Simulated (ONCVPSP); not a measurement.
**Pseudopotential generation for K (Z = 19): ONCV, PBEsol, scalar-relativistic.**

K, optimised norm-conserving Vanderbilt (ONCV), made with ONCVPSP 4.0.1 (PBEsol, scalar-relativistic). Core [Ne], reference 3s2 3p6 4s1. Waves: 3s+4s: rc 2.05 bohr, ncon 3, nbas 8, qcut 7.6 1/bohr, 2 projectors; 3p: rc 1.40 bohr, ncon 3, nbas 7, qcut 5 1/bohr, 2 projectors, debl 3.3 Ha; d scattering state at 0.02 Ha: rc 1.40 bohr, ncon 5, nbas 9, qcut 6.8 1/bohr, local. Local part: the d channel. Core correction: none.

(1) Estimate the cutoffs (Ha) at which the residual kinetic energy of the hardest occupied pseudo-wave falls to 1 and 0.1 mHa per electron.

(2) What does a ghost test show?

(3) Which valence shell sets the plane-wave cutoff?

(4) Tests: 3s2 3p6 4s0; 3s2 3p6 4s0.5; 3s2 3p6 4s0 4p1; 3s1 3p6 4s1. Which has the largest error in its energy relative to the reference configuration, and how large is it?

Results:

(1) 15 Ha and 19 Ha.

(2) No bound ghost flagged; GHOST(+) flags only above 600 eV.

(3) 3s: 15 Ha for 1 mHa per electron, against 11 Ha for 3p.

(4) 3s1 3p6 4s1, with -52 meV (all-electron minus pseudo) on +41.90 eV.
